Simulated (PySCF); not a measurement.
## `C[C@@]1(F)CCO[C@@H]1F`, C5H8F2O

Geometry (Å), atoms numbered from 1 in this order:
```xyz
16

C     1.752    0.199    0.185
C     0.446    0.189   -0.594
F     0.725    0.395   -1.927
C    -0.388   -1.083   -0.391
C    -1.344   -0.703    0.750
O    -1.142    0.691    1.019
C    -0.526    1.263   -0.059
F    -1.453    1.570   -1.037
H     1.545    0.138    1.250
H     2.298    1.116   -0.023
H     2.365   -0.647   -0.117
H     0.232   -1.941   -0.143
H    -0.932   -1.289   -1.312
H    -2.391   -0.865    0.474
H    -1.131   -1.235    1.679
H    -0.063    2.210    0.233
```

Method used: TDDFT CAM-B3LYP/def2-SVPD circular dichroism and optical rotation, one conformer, gas phase in PySCF 2.14.0. Geometry: GFN2-xTB.

(1) Draw the ECD and absorption spectra from the lowest 8 states, each a Gaussian of half-width 0.2 eV at 1/e height.

## Answers

(1) 
```
E (eV)  λ (nm)  Δε (L mol⁻¹ cm⁻¹)  ε (L mol⁻¹ cm⁻¹)
  7.66     162               0.00             0.114
  7.76     160              -0.03              1.08
  7.86     158              -0.16              6.23
  7.96     156              -0.54              21.7
  8.06     154              -1.15                46
  8.16     152              -1.47              59.2
  8.26     150              -1.13              47.7
  8.36     148              -0.36              38.7
  8.46     147              +0.97               113
  8.56     145              +4.31               411
  8.66     143             +10.56               995
  8.76     142             +17.34              1610
  8.86     140             +21.48              1920
  8.96     138             +21.35              1880
  9.06     137             +14.62              1640
  9.16     135              +3.24              1730
  9.26     134              -2.98              2660
  9.36     133              +1.13              4030
```
Δε uses R in velocity form, ε uses f in length form. Only the states computed contribute, so the short-wavelength end is incomplete.
